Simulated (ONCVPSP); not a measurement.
u(r) = r·R(r): atom against pseudo-atom (Cu (Z = 29))

Columns: radius, all-electron u(r) and pseudo u(r) of the 3s shell (level -123.32 eV) of copper in the configuration [Ne] 3s2 3p6 3d10; PBE, scalar-relativistic, ONCV scheme, ONCVPSP 4.0.1.

```csv
r (bohr),all-electron,pseudo
0.065,0.0357,0.1083
0.130,-0.6277,0.2265
0.195,-0.6310,0.3666
0.260,-0.2210,0.5341
0.325,0.2909,0.7187
0.390,0.7352,0.8999
0.455,1.0520,1.0611
0.520,1.2385,1.1912
0.585,1.3156,1.2749
0.650,1.3128,1.2962
0.715,1.2563,1.2536
0.780,1.1674,1.1671
0.845,1.0617,1.0614
0.910,0.9501,0.9499
0.975,0.8398,0.8396
1.040,0.7351,0.7349
1.105,0.6385,0.6384
1.170,0.5512,0.5511
1.235,0.4733,0.4732
1.300,0.4048,0.4047
1.365,0.3449,0.3449
1.430,0.2930,0.2930
1.495,0.2483,0.2482
1.560,0.2100,0.2099
1.625,0.1772,0.1771
1.690,0.1492,0.1492
```

**Question.** How many radial nodes do the two functions have?

**Answer.** The all-electron 3s function has n − l − 1 = 2; the pseudo-wave has 0, since the states of the same l below it are removed with the core.

**Question.** At about which radius was the pseudo-wave matched?

**Answer.** 0.80 bohr, where the columns begin to agree (steps of 0.07 bohr).

**Question.** Is the pseudo-wave norm-conserving?

**Answer.** Yes: the ONCV scheme keeps the norm inside the radius equal to the all-electron one, which fixes the energy derivative of the logarithmic derivative at the level.
